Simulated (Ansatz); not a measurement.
Nudged elastic band run: ClHInO

The input (input.yaml):

```yaml
crystal:
  periodic: [false, false, false]
  atoms:
    - { symbol: O, position_ang: [-1.847774, -0.637761, 0.222254] }
    - { symbol: In, position_ang: [-0.02502, 0.152744, -0.13316] }
    - { symbol: Cl, position_ang: [1.613533, -1.079868, 1.000222] }
    - { symbol: H, position_ang: [0.314861, 1.504585, -1.109717] }
magnetization:
  spin_polarized: true
  initial_magnetization: 1
basis:
  gaussian: { orbitals: def2-SVP }
hamiltonian:
  xc: pbe0
neb:
  order_check: false
  images: 5
  f_tol: 0.05
  max_iterations: 60
  final_atoms:
    - { symbol: O, position_ang: [-1.09338056, 0.31157041, -0.39490465] }
    - { symbol: In, position_ang: [0.8950166, 0.18142985, -0.03792901] }
    - { symbol: Cl, position_ang: [1.56833537, -1.60370829, 1.38955235] }
    - { symbol: H, position_ang: [-1.31437141, 1.05040803, -0.97711969] }
  initial_path:
    images:
      - { positions_ang: [[-1.847774, -0.637761, 0.222254], [-0.02502, 0.152744, -0.13316], [1.613533, -1.079868, 1.000222], [0.314861, 1.504585, -1.109717]] }
      - { positions_ang: [[-1.73709451, -0.40427022, 0.0456554], [0.09326585, 0.2029955, -0.10755619], [1.6879455, -1.13168876, 1.0362007], [0.01148316, 1.27266348, -0.99470092]] }
      - { positions_ang: [[-1.62641501, -0.17077944, -0.13094319], [0.2115517, 0.253247, -0.08195237], [1.762358, -1.18350953, 1.0721794], [-0.29189469, 1.04074197, -0.87968484]] }
      - { positions_ang: [[-1.51573552, 0.06271134, -0.30754179], [0.32983755, 0.3034985, -0.05634856], [1.83677049, -1.23533029, 1.1081581], [-0.59527253, 0.80882045, -0.76466875]] }
      - { positions_ang: [[-1.37495053, 0.14566436, -0.33666274], [0.51823057, 0.26280895, -0.05020871], [1.74729212, -1.35812296, 1.20195618], [-0.83497216, 0.88934964, -0.83548573]] }
      - { positions_ang: [[-1.23416555, 0.22861738, -0.3657837], [0.70662358, 0.2221194, -0.04406886], [1.65781375, -1.48091562, 1.29575427], [-1.07467178, 0.96987884, -0.90630271]] }
      - { positions_ang: [[-1.09338056, 0.31157041, -0.39490465], [0.8950166, 0.18142985, -0.03792901], [1.56833537, -1.60370829, 1.38955235], [-1.31437141, 1.05040803, -0.97711969]] }
```

Launched with:

```bash
$ ansatz run input.yaml --threads 1 --pin off --max-ram 2048MiB --backend cpu --events-out ev --progress --plain --runs-dir out
```

Output, in part (warnings, iteration lines, the closing report on the highest movable image, with atoms numbered from 0):

```
NEB end point (image 0): max|allowed force component| = 1.089e-2 eV/Å (the criterion of neb.relax_end_points is 1.000e-2)
NEB end point (image 6): max|allowed force component| = 1.752e-2 eV/Å (the criterion of neb.relax_end_points is 1.000e-2)
NEB iter   1: max|band force component| = 1.394e1 eV/Å  barrier→ = 4.0198 eV  barrier← = 6.1997 eV  Δτ_max = 0.1928 Å  (404 SCF iters)
NEB iter   2: max|band force component| = 3.609e0 eV/Å  barrier→ = 1.6498 eV  barrier← = 3.8297 eV  Δτ_max = 0.1570 Å  (224 SCF iters)
NEB iter   3: max|band force component| = 1.612e0 eV/Å  barrier→ = 1.1926 eV  barrier← = 3.3725 eV  Δτ_max = 0.0657 Å  (225 SCF iters)
NEB iter   4: max|band force component| = 1.053e0 eV/Å  barrier→ = 1.0650 eV  barrier← = 3.2448 eV  Δτ_max = 0.0590 Å  (259 SCF iters)
NEB iter   5: max|band force component| = 5.378e-1 eV/Å  barrier→ = 0.9729 eV  barrier← = 3.1528 eV  CI = image 3  Δτ_max = 0.0364 Å  (221 SCF iters)
NEB iter   6: max|band force component| = 2.504e-1 eV/Å  barrier→ = 0.9805 eV  barrier← = 3.1604 eV  CI = image 3  Δτ_max = 0.0146 Å  (256 SCF iters)
NEB iter   7: max|band force component| = 1.533e-1 eV/Å  barrier→ = 0.9820 eV  barrier← = 3.1618 eV  CI = image 3  Δτ_max = 0.0149 Å  (244 SCF iters)
NEB iter   8: max|band force component| = 4.039e-2 eV/Å  barrier→ = 0.9813 eV  barrier← = 3.1612 eV  CI = image 3  Δτ_max = 0.0000 Å  (500 SCF iters)
Total energy: -19745.81522847 eV, -725.6453254519 hartree
Atom 0 at    -1.662069    -0.008160    -0.279933 Å, force    -0.033830     0.001036    -0.005654 eV/Å
Atom 1 at     0.300771    -0.028049     0.052153 Å, force    -0.009248     0.008439    -0.010419 eV/Å
Atom 2 at     1.983177    -1.191224     1.152067 Å, force     0.038624    -0.018222     0.020441 eV/Å
Atom 3 at    -0.566279     1.167133    -0.944688 Å, force     0.004453     0.008748    -0.004368 eV/Å
Dipole moment:     0.420815     0.136831    -0.028490 e Å
```

The run converged. Neighbouring images differ by up to 2.0 eV, so the band resolves the path poorly. A vibrational analysis at the climbing image gives one clearly imaginary mode, 1151i cm⁻¹: a first-order saddle point.

Final band (atoms are numbered from 1 in the order of the input):

```json
{"image": "0", "path coordinate (Å)": "0.00", "energy (eV)": "0.00", "In2–H4 (Å)": "1.70", "O1–H4 (Å)": "3.32"}
{"image": "1", "path coordinate (Å)": "0.47", "energy (eV)": "0.14", "In2–H4 (Å)": "1.70", "O1–H4 (Å)": "2.87"}
{"image": "2", "path coordinate (Å)": "0.94", "energy (eV)": "0.55", "In2–H4 (Å)": "1.72", "O1–H4 (Å)": "2.33"}
{"image": "3", "path coordinate (Å)": "1.41", "energy (eV)": "0.98", "In2–H4 (Å)": "1.78", "O1–H4 (Å)": "1.74"}
{"image": "4", "path coordinate (Å)": "1.91", "energy (eV)": "-0.99", "In2–H4 (Å)": "1.94", "O1–H4 (Å)": "1.10"}
{"image": "5", "path coordinate (Å)": "2.42", "energy (eV)": "-2.02", "In2–H4 (Å)": "2.34", "O1–H4 (Å)": "0.97"}
{"image": "6", "path coordinate (Å)": "2.93", "energy (eV)": "-2.18", "In2–H4 (Å)": "2.55", "O1–H4 (Å)": "0.97"}
```

Run time: 78 s on 1 thread of AMD EPYC 9R45 96-Core Processor (Zen 5), on a shared host, peak memory 0.23 GiB.
